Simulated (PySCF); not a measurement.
CH4BrClOSi.

```xyz
9

C      2.0217     0.0866    -1.0507
Si     0.2050    -0.0252    -0.6855
O     -0.4604    -1.1686    -1.6953
Cl    -0.7191     1.8178    -0.9814
Br    -0.1388    -0.5917     1.4602
H      2.5049    -0.8939    -0.8705
H      2.4980     0.8456    -0.4007
H      2.1745     0.3748    -2.1099
H     -1.4122    -1.3384    -1.5779
```
Charge 0, spin multiplicity 1.

Geometry: PBE-D3(BJ)/def2-SVP. This is a generated structure with no PubChem entry under its InChIKey; it may be hypothetical. Other conformers were not sampled.

Level of theory: PySCF with HF/pcSseg-1. Non-relativistic, no solvent.

Computed absolute GIAO shielding of each atom: isotropic value and principal components (ppm):
| atom | σ(iso) | σ11 | σ22 | σ33 | span |
|---|---|---|---|---|---|
| C1 | 183.4 | 176.4 | 178.7 | 195.2 | 18.7 |
| Si2 | 375.9 | 350.5 | 362.0 | 415.3 | 64.7 |
| O3 | 257.1 | 226.8 | 261.5 | 282.8 | 56.0 |
| Cl4 | 888.8 | 781.7 | 848.4 | 1036.4 | 254.7 |
| Br5 | 2587.2 | 2348.0 | 2469.9 | 2943.7 | 595.7 |
| H6 | 30.6 | 25.8 | 28.3 | 37.8 | 12.0 |
| H7 | 30.8 | 26.5 | 28.8 | 37.1 | 10.6 |
| H8 | 30.6 | 25.7 | 27.7 | 38.4 | 12.7 |
| H9 | 28.6 | 20.9 | 23.7 | 41.3 | 20.4 |
